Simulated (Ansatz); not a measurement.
Basis-set extrapolation for `CC(C)OB(O)Cl` (PBE0-D4/def2-TZVP geometry, frozen core, the Gaussian-basis code of Ansatz). Multiplicity 1, RHF reference.

|  | def2-TZVPP | def2-QZVPP |
| --- | --- | --- |
| HF | -752.468199 | -752.494662 |
| MP2 correlation | -1.281019 | -1.378414 |
| CCSD(T) correlation | -1.387014 | not run |

Energies in hartree. Use E(X) = E(∞) + A·exp(−7.88·√X) for Hartree–Fock and E(X) = E(∞) + B·X^(−2.97) for correlation, with X = 3 and 4, and add CCSD(T) minus MP2 of the smaller set to the MP2 limit.

What is the CCSD(T) energy at the basis-set limit?

HF limit: -752.494662 + (-0.026463) × 0.13774 = -752.49831. MP2 limit: -1.378414 + (-0.097395) × 0.74074 = -1.45056. Higher-order term: -1.387014 − (-1.281019) = -0.10600. Total: -754.05487 hartree, 125.3 kcal/mol below CCSD(T)/def2-TZVPP.
